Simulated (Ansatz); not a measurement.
C3H4N, SMILES `C#C[N+]C` (excited singlet) (charge 1, multiplicity 1). This singlet is an excited state, 0.78 eV above the relaxed triplet at the level B3LYP/cc-pVTZ // B3LYP-D3(BJ)/def2-TZVP (Ansatz, a quantum-chemistry and plane-wave program).

Cartesian coordinates (Å):
```xyz
8

C      2.2157     0.3067    -0.2773
C      1.0365    -0.0551    -0.4368
N     -0.0867    -0.5199    -0.6994
C     -1.3230    -0.1233    -0.1523
H      3.2156     0.6549    -0.1040
H     -1.7943    -1.0449     0.2345
H     -1.2856     0.6788     0.5803
H     -1.9782     0.1029    -1.0129
```
Charge +1, spin multiplicity 1.

Frozen-core energies in 6-31g from Ansatz at a geometry from B3LYP-D3(BJ)/def2-TZVP; the HF reference has <S^2> = 0.00 (restricted, and unstable towards unrestricted orbitals) and the T1 diagnostic is 0.025.

```csv
level,energy (Ha),difference from CCSDT(Q) (mHa)
HF,-169.87451,406.32
MP2,-170.22780,53.04
CCSD,-170.26134,19.50
CCSD(T),-170.27761,3.23
CCSDT,-170.27888,1.96
CCSDT(Q),-170.28083,0.00
```
